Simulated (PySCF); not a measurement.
ClH₃O₃Sn, SMILES [Sn]([Cl])([OH])([OH])[OH].

Geometry: PBE-D3(BJ)/def2-SVP. The def2 effective core potentials stand for the cores of Sn; spin–orbit coupling is left out. One conformer was computed; it need not be the lowest.

Computed with PySCF with PBE-D3(BJ)/def2-SVP.

Frequencies are harmonic and unscaled.

Modes within 1.5 cm⁻¹ of each other (mostly degenerate sets) share a row, with their intensities summed.

Computed harmonic wavenumbers and intensities:
| mode | ν (cm⁻¹) | IR (km/mol) | moving atoms (share of kinetic energy) |
|---|---|---|---|
| 1–2 | 46 | 69.5 | H 67 %, O 21 %, Cl 11 % |
| 3–4 | 152 | 79.3 | O 51 %, Sn 19 %, Cl 18 %, H 12 % |
| 5 | 155 | 23.6 | H 56 %, O 31 %, Sn 10 % |
| 6–7 | 176 | 21.0 | O 68 %, H 29 % |
| 8 | 192 | 136.5 | O 49 %, H 42 % |
| 9 | 357 | 48.2 | Cl 77 %, Sn 21 % |
| 10 | 586 | 26.9 | O 93 % |
| 11–12 | 619 | 146.3 | O 83 %, Sn 16 % |
| 13–15 | 876 | 215.0 | H 93 % |
| 16–17 | 3694 | 201.5 | H 94 % |
| 18 | 3696 | 0.2 | H 94 % |
